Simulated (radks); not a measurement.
Problem. The mean radii <r> (bohr) of the occupied orbitals of an atom or ion are listed with their occupations. Calculated with a radial shooting solver on a logarithmic mesh with Libxc functionals: scalar-relativistic Kohn-Sham, LDA (Slater exchange, VWN5 correlation), spin-polarised, spherical densities, finite nucleus; Fermi nuclear charge, rms radius of each element as measured or else 0.836 A^(1/3) + 0.57 fm.

| orbital | occ. | <r> |
|---|---|---|
| 1s up | 1 | 0.04701 |
| 1s down | 1 | 0.04699 |
| 2s up | 1 | 0.2039 |
| 2s down | 1 | 0.2042 |
| 2p up | 3 | 0.1768 |
| 2p down | 2 | 0.1772 |

Name the element and its charge. Open shells, if any, are filled with parallel spins first.

Solution. Z = 32, germanium, charge +23: Ge23+ in [He] 2s2 2p5. The 1s radius gives Z: for a bare nucleus <r> = (2 gamma + 1)/(2Z) with gamma = sqrt(1 - (Z/c)^2), 0.04601 bohr for Z = 32, and screening makes it slightly larger (0.04701 here). The occupations add up to 9, and the charge is Z minus that.
